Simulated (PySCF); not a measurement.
**InCl⁺: from constants to spectrum**

UHF-CCSD(T) constants of InCl⁺, ²Σ⁺ (doublet), unpaired electrons σ ↑ (In def2-TZVPPD with ECP28, Cl def2-TZVPPD; scalar-relativistic core potentials (PySCF 2.14); masses 114.9039 and 34.9689 u):

```
ωe             : 341.2 cm⁻¹
ωexe           : 3.8 cm⁻¹
Be             : 0.11892 cm⁻¹
αe             : 0.000979 cm⁻¹
De to In⁺ + Cl : 0.56 eV
```

(1) What force constant and bond length do these constants imply?

(2) Estimate the centrifugal constant D from the Kratzer relation and find the Dunham coefficient a1.

Correlated steps freeze 9 core orbitals. These are scalar-relativistic numbers at best; spin–orbit coupling would shift them, the dissociation energy most. For an ion De counts to the pair picked by the measured ionisation energies or electron affinities, which need not be the lowest pair at this level. The state is the lowest determinant that a PBE0 search found; another state may lie lower at other levels.

## Answers

(1) Reduced mass μred = 26.810 u; k = 5.8918×10⁻⁷·μred·ωe² (u, cm⁻¹, mdyn/Å) = 1.84 mdyn/Å; Re = √(16.8576/(μred·Be)) (u, cm⁻¹, Å) = 2.299 Å.

(2) D = 4Be³/ωe² = 5.78e-08 cm⁻¹; a1 = −1 − αeωe/(6Be²) = -4.94.
